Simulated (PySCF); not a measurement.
## Computed vibrations of [YbF3(H2O)]−

[YbF3(H2O)]− (singlet in the valence; each metal's 4f electrons, 14 of them, lie in its core potential, out of spins and levels). PySCF 2.14.0, RKS PBE0, Yb lcecp-0-SVP with ECP60, F def2-SVP, O def2-SVP, H def2-SVP; non-relativistic Hamiltonian with scalar-relativistic core potentials where named; density fitting; no spin-orbit coupling. Central differences of gradients.

```xyz
7

Yb    0.1439   -0.0162    0.0902
F     1.5210    0.9091    1.4642
F    -2.0592   -0.3185    0.5332
F     0.8169   -1.3636   -1.4438
O    -1.6630    1.0372   -1.4564
H    -2.0807    0.4895   -0.6987
H    -1.6147    0.4189   -2.1944
```

Run from Python with OMP_NUM_THREADS=2. Where DIIS fails, smearing, a level shift and second-order steps follow.
It took 3.7 min on 2 threads of Arm Neoverse V1, on a shared host.

Problem. What are the harmonic wavenumbers and infrared intensities?

Solution. Negative numbers are unstable modes, those under 60 cm⁻¹ near the noise; a finer grid moves soft modes by up to 10 cm⁻¹.
```
cm⁻¹  km/mol  symmetry
  36    14.6          
  73    35.1          
  95    26.8          
 100    26.9          
 191    21.4          
 276    36.9          
 419   170.3          
 435    97.4          
 439    40.1          
 454    39.9          
 583    88.5          
1196   294.1          
1669    40.7          
2826  1061.6          
3898    41.9
```

Problem. Is this a minimum?

Solution. Yes, within the noise of the softest modes. Ideal gas at 298.15 K and 1 bar: S = 396.2 J/(mol K), Cp = 109.8 J/(mol K), H − H(0 K) = 24.2 kJ/mol (rigid rotor, harmonic modes, spin degeneracy alone, that of the 4f electrons in the core included; the modes under 60 cm⁻¹ make these uncertain).

An lcecp potential fixes the number of 4f electrons, so in runs with it no electron can move into or out of that shell.
